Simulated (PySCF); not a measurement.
C5H4FN.
SMILES: `N#C[C@H]1CC=C1F`

Computed with PySCF at CAM-B3LYP/def2-SVPD, non-relativistic, on one gas-phase PBE0-D3(BJ)/def2-SVP geometry that isn't relaxed in the solvent. The solvent is an IEF-PCM continuum (cavity from Bondi-type radii × 1.2), and excitations are vertical TDDFT with non-equilibrium linear response and a frozen core. The model holds no explicit solvent molecules, cavitation or dispersion.

Gas-phase singlets (H = HOMO, L = LUMO):

```
state  E (eV)  λ (nm)      f    leading configurations
   S1   7.015     177  0.081                   H→L 85%
   S2   7.273     170  0.039                 H→L+1 88%
   S3   7.387     168  0.073     H→L+2 64%, H-2→L+1 9%
   S4   7.477     166  0.012    H-2→L+1 19%, H→L+2 17%
   S5   7.809     159  0.002  H-2→L+4 18%, H-1→L+1 17%
```

How does the list change in benzene (ε = 2.271)?

```
state  E (eV)  λ (nm)      f  leading configurations  change by rank (eV)
   S1   6.918     179  0.127                 H→L 90%               -0.097
   S2   7.181     173  0.037               H→L+1 94%               -0.092
   S3   7.296     170  0.116               H→L+2 85%               -0.091
   S4   7.510     165  0.002  H-2→L+1 31%, H-1→L 12%               +0.033
   S5   7.840     158  0.009  H-1→L 23%, H-2→L+1 21%               +0.031
```

Give the list for acetone (ε = 20.49), n² = 1.85.

| state | E (eV) | λ (nm) | f | leading configurations | change by rank (eV) |
| --- | --- | --- | --- | --- | --- |
| S1 | 6.873 | 180 | 0.093 | H→L 89% | -0.142 |
| S2 | 7.087 | 175 | 0.008 | H→L+1 94% | -0.186 |
| S3 | 7.272 | 170 | 0.150 | H→L+2 83% | -0.115 |
| S4 | 7.541 | 164 | 0.001 | H-1→L 22%, H-1→L+1 16% | +0.064 |
| S5 | 7.852 | 158 | 0.034 | H→L+3 38%, H-2→L 14% | +0.043 |

How do the frontier levels move from gas to acetone?

```csv
orbital,gas (eV),solvent (eV),change (eV)
LUMO+2,1.32,1.53,+0.21
LUMO+1,1.02,1.27,+0.25
LUMO,0.76,1.09,+0.33
HOMO,-9.32,-8.94,+0.38
HOMO-1,-10.93,-10.97,-0.04
HOMO-2,-10.96,-10.99,-0.03
HOMO-3,-12.01,-12.28,-0.27
```

The HOMO–LUMO gap goes from 10.08 to 10.03 eV. Rows go by rank; for HOMO-3, LUMO, LUMO+1 and LUMO+2 the atom shares or the degeneracy differ between the runs, so the row needn't follow one orbital.
